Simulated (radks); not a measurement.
Task: Method: non-relativistic Kohn-Sham, PBE, spin-polarised, spherical densities, point nucleus; open shells are filled with parallel spins first (spin-orbit coupling, left out, can overturn this in heavy ions); computed with a radial shooting solver on a logarithmic mesh with Libxc functionals. Response by self-consistent Sternheimer equations with the Hartree and adiabatic LDA kernel. For heavy and open-shell atoms this level of theory can miss by tens of per cent. Rank Cl, Ga+, Cd+, Nb3+, Br, Se+, Nb, I, Mg2+ (NIST ground configurations) by static dipole polarisability, largest first.

Result: Nb 96.83, I 34.54, Cd+ 25.64, Br 22.36, Ga+ 18.21, Cl 15.80, Se+ 14.45, Nb3+ 5.852, Mg2+ 0.5145 bohr^3.
